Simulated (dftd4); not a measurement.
H₂Te, charge +1, doublet, geometry from GFN2-xTB (a state made from the parent by changing its charge; the spin is typed, not shown lowest); D4 for revpbe run with dftd4.

The dftd4 input:
```
$ dftd4 mol.xyz --func revpbe --charge 1 --json dftd4.json --noedisp

# file mol.xyz
3

Te    -0.00025533     0.04223806     0.00196862
H     -1.17931590    -1.10419009    -0.07625629
H      1.19259301    -1.09218903    -0.02611171
```

Output, abridged:

```
                    ____  _____ _____     ____  _  _
      -------------|  _ \|  ___|_   _|---|  _ \| || |------------
     |             | | | | |_    | | ___ | | | | || |_           |
     |             | |_| |  _|   | ||___|| |_| |__   _|          |
     |             |____/|_|     |_|     |____/   |_|            |
     |             ===================================           |
     |            E. Caldeweyher, S. Ehlert & S. Grimme          |
     |          Mulliken Center for Theoretical Chemistry        |
     |                    University of Bonn                     |
      -----------------------------------------------------------

Rational (Becke-Johnson) damping: revpbe-D4-ATM
---------------------
  s6         1.0000
  s8         1.7468
  s9         1.0000
  a1         0.5363
  a2         3.0726
 alp        16.0000
--------------------

Dispersion energy:      -1.7754240029207E-03 Eh

[Info] JSON dump of results written to 'dftd4.json'
```
